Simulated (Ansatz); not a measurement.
`[OH][Mg-]1[O]C=CC=[O+]1` and `F[B-]1(F)OC=CC=[O+]1` differ in one atom or group.

Ansatz, PBE0-D4/def2-TZVP geometries, multiplicity 1. Each molecule was computed in one conformer, which needn't be the lowest.

```json
{"property": "LUMO energy (PBE0/def2-TZVPP) / eV", "`[OH][Mg-]1[O]C=CC=[O+]1`": "-2.00"}
{"property": "HOMO energy (PBE0/def2-TZVPP) / eV", "`[OH][Mg-]1[O]C=CC=[O+]1`": "-7.33"}
{"property": "LUMO energy (B3LYP/def2-TZVPP) / eV", "`[OH][Mg-]1[O]C=CC=[O+]1`": "-2.23"}
{"property": "HOMO energy (ωB97M-V/def2-TZVPP) / eV", "`[OH][Mg-]1[O]C=CC=[O+]1`": "-9.54"}
{"property": "HOMO energy (PBE/def2-TZVPP) / eV", "`[OH][Mg-]1[O]C=CC=[O+]1`": "-5.80"}
{"property": "size of the dipole moment (PBE/def2-TZVPP) / D", "`[OH][Mg-]1[O]C=CC=[O+]1`": "3.32"}
```

(1) What does the change do to each property? (Estimate.)

Answers

(1) The calculation gave: 
```
                                      property  `F[B-]1(F)OC=CC=[O+]1`  shift
            LUMO energy (PBE0/def2-TZVPP) / eV                   -2.82  -0.82
            HOMO energy (PBE0/def2-TZVPP) / eV                   -8.31  -0.98
           LUMO energy (B3LYP/def2-TZVPP) / eV                   -3.04  -0.81
         HOMO energy (ωB97M-V/def2-TZVPP) / eV                  -10.45  -0.91
             HOMO energy (PBE/def2-TZVPP) / eV                   -7.14  -1.34
size of the dipole moment (PBE/def2-TZVPP) / D                    5.75   2.43
```

With PBE0 the HOMO falls by 0.98 eV and the LUMO falls by 0.82 eV, so the gap widens by about 0.16 eV. PBE moves the HOMO by -1.34 eV and ωB97M-V by -0.91 eV. Dipoles are sizes alone; their direction can turn.

Positive LUMOs are unbound, so they and the gaps depend on the basis.

B3LYP here is the variant with VWN-RPA as its local correlation; programs differ in this.
